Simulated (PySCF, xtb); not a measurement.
Al(Me)(OMe)(SH) (C2H7AlOS), SMILES C[O][Al]([CH3])[SH]. One conformer was computed; it need not be the lowest.

Harmonic wavenumbers (cm⁻¹) from GFN2-xTB run with xtb at its own minimum, in rising order: 12, 25, 92, 129, 135, 166, 188, 250, 411, 517, 581, 586, 641, 731, 1139, 1141, 1216, 1287, 1417, 1445, 1455, 1479, 1479, 2415, 2960, 2961, 2964, 2970, 2973, 2975.

Question: What does PBE-D3(BJ)/def2-SVP (PySCF) give at its own minimum? (Estimate from the structure and the level; the computed values follow.)

Answer: 10, 57, 77, 104, 142, 192, 227, 233, 419, 581, 633, 645, 684, 759, 1139, 1146, 1163, 1201, 1377, 1378, 1419, 1425, 1433, 2617, 2906, 2973, 2980, 2993, 3066, 3082. Paired by order, the mean absolute difference is 44 cm⁻¹ and the zero-point energies are 52.5 and 53.0 kcal/mol.
